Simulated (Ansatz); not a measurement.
This geometry of AlBrClF2H (6 atoms, charge 0, multiplicity 1) is a first-order saddle point.

These are results of RKS B3LYP/def2-SVP in Ansatz 0.2.0, not measurements.

```xyz
6
Properties=species:S:1:pos:R:3
Al -0.531 -0.175 -0.392
Br 1.667 -1.025 0.280
F -0.533 0.253 -1.992
F -1.742 -1.103 0.256
H 1.167 0.469 0.911
Cl -0.029 1.582 0.936
```

(1) Which two structures does it join? (They come from a converged band through this point; their orientation in space is the band's.)

(2) How far does it lie above each of them?

## Answers

(1) Bonds broken: H5–Cl6. Bonds formed: Br2–H5.

First end point:

```xyz
6
Properties=species:S:1:pos:R:3
Al -0.395 -0.485 -0.505
Br 1.586 -1.477 -0.035
F -0.567 0.284 -1.964
F -1.759 -1.050 0.251
H 1.150 1.136 1.303
Cl -0.014 1.592 0.949
```

Last end point:

```xyz
6
Properties=species:S:1:pos:R:3
Al -0.759 0.039 -0.385
Br 1.674 -0.965 0.321
F -0.499 0.129 -2.020
F -1.692 -1.204 0.194
H 1.878 0.202 1.131
Cl -0.602 1.799 0.759
```

(2) 25.2 kJ/mol above the first and 23.6 kJ/mol above the second. This is the barrier of this one path; another mechanism may lie lower. The orbitals stay closed-shell, which can raise the energy where a bond breaks towards radicals; this wasn't checked here.

Time of the run: 97 s on 2 threads of Intel(R) Xeon(R) 6975P-C (Granite Rapids), with other jobs on the host, peak memory 0.25 GiB.
